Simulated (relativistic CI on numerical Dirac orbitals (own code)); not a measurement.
Method of calculation: Dirac-Coulomb-Breit CI, KLI orbitals optimised for each configuration, model QED, unscaled Slater integrals (own radial code, finite nucleus).

The strongest absorption lines from the ground level of an ion, among the configurations computed and to levels below about 133 eV (vacuum wavelength in nm, gf): 9.4330 (0.17), 9.5067 (0.52), 9.6087 (0.16), 16.678 (0.13), 17.055 (5.2), 17.119 (0.38), 17.287 (2.9), 18.131 (1.3).

(1) Which ion is it?
A. Cr⁷⁺
B. Fe⁹⁺
C. Zn¹³⁺
D. Ti⁵⁺

## Answers

(1) B. Fe⁹⁺ has 17 electrons and the ground level 3s2.3p5 2P°_3/2; the strongest line goes to 3s2.3p4.3d 2D_5/2. The pattern of lines fixes the number of electrons, and along that sequence the line energies rise steadily with the charge (about as its square where n changes within one kind of shell, about linearly where n is kept but much faster in heavy ions where fine structure, which grows about as Z⁴, sets the gap, and irregularly where shells cross), which fixes Z. Configurations outside the model, such as inner-shell arrays, can give stronger lines. At this charge energies of transitions that change n are usually good to better than 1 %, and those within a shell (Δn = 0) to a few per cent.

LS names give the leading component of a level, which can be under half, so a name can repeat, a term be missing and a line seem to break the LS rules.
